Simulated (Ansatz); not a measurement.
One change: `C[SiH](N)O[SiH3]` becomes `C[SiH](N)N`.

Ansatz, PBE0-D4/def2-TZVP geometries, multiplicity 1. Each molecule was computed in one conformer, which needn't be the lowest.

```json
{"property": "HOMO energy (B3LYP/def2-TZVPP) / eV", "`C[SiH](N)O[SiH3]`": "-7.40"}
{"property": "LUMO energy (PBE0/def2-TZVPP) / eV", "`C[SiH](N)O[SiH3]`": "0.37"}
{"property": "LUMO energy (PBE/def2-TZVPP) / eV", "`C[SiH](N)O[SiH3]`": "-0.46"}
{"property": "LUMO energy (B3LYP/def2-TZVPP) / eV", "`C[SiH](N)O[SiH3]`": "0.13"}
{"property": "size of the dipole moment (PBE/def2-TZVPP) / D", "`C[SiH](N)O[SiH3]`": "1.48"}
{"property": "HOMO–LUMO gap (B3LYP/def2-TZVPP) / eV", "`C[SiH](N)O[SiH3]`": "7.52"}
```

(1) Give the same properties after the change, and the shifts. (Best estimate.)

## Answers

(1) Ansatz gave: 
```json
{"property": "HOMO energy (B3LYP/def2-TZVPP) / eV", "`C[SiH](N)N`": "-6.80", "shift": "0.60"}
{"property": "LUMO energy (PBE0/def2-TZVPP) / eV", "`C[SiH](N)N`": "1.06", "shift": "0.69"}
{"property": "LUMO energy (PBE/def2-TZVPP) / eV", "`C[SiH](N)N`": "0.24", "shift": "0.70"}
{"property": "LUMO energy (B3LYP/def2-TZVPP) / eV", "`C[SiH](N)N`": "0.70", "shift": "0.57"}
{"property": "size of the dipole moment (PBE/def2-TZVPP) / D", "`C[SiH](N)N`": "0.57", "shift": "-0.91"}
{"property": "HOMO–LUMO gap (B3LYP/def2-TZVPP) / eV", "`C[SiH](N)N`": "7.50", "shift": "-0.02"}
```

With PBE0 the HOMO rises by 0.63 eV and the LUMO rises by 0.69 eV, so the gap widens by about 0.06 eV. PBE moves the HOMO by 0.56 eV and ωB97M-V by 0.71 eV. Dipoles are sizes alone; their direction can turn.

B3LYP here is the variant with VWN-RPA as its local correlation; programs differ in this.
